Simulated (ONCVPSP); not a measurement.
# PBE ONCV dataset for arsenic (As), scalar-relativistic all-electron reference.

* Element: As
* Generator: ONCVPSP 4.0.1
* Type: optimised norm-conserving Vanderbilt (ONCV)
* Functional: PBE
* Relativity: scalar-relativistic
* Frozen core: [Ne]
* Valence charge: 23
* Reference configuration: 3s2 3p6 3d10 4s2 4p3
* Partial waves: 3s+4s: rc 0.95 bohr, ncon 4, nbas 7, qcut 10.8 1/bohr, 2 projectors; 3p+4p: rc 0.90 bohr, ncon 4, nbas 8, qcut 16.9 1/bohr, 2 projectors; 3d: rc 0.90 bohr, ncon 5, nbas 9, qcut 18.5 1/bohr, local
* Local potential: the d channel
* Core correction: Teter function, fcfact 3.75, rcfact 1

Poles of the logarithmic derivatives, all-electron (AE) and pseudo (PS). s: poles at -5.6 (AE) and -5.6 (PS) Ha. p: poles at -2.8 (AE) and -2.8 (PS) Ha. d: poles at 0.5 (AE) and 0.6 (PS) Ha. Test radii: s 0.96, p 0.91, d 0.91 bohr.

- Cutoffs needed: 141 Ha and 157 Ha (the cutoffs (Ha) at which the residual kinetic energy of the hardest occupied pseudo-wave falls to 1 and 0.1 mHa per electron)
- Ghost test: no bound ghost flagged; GHOST(+) flags only above 600 eV
- Largest excitation error: -318 meV (all-electron minus pseudo) for 3s1 3p6 3d10 4s2 4p3, out of 4 test configurations
- rms error of d²Exc/dni dnj: 2.10 mHa without and 1.70 mHa with the model core
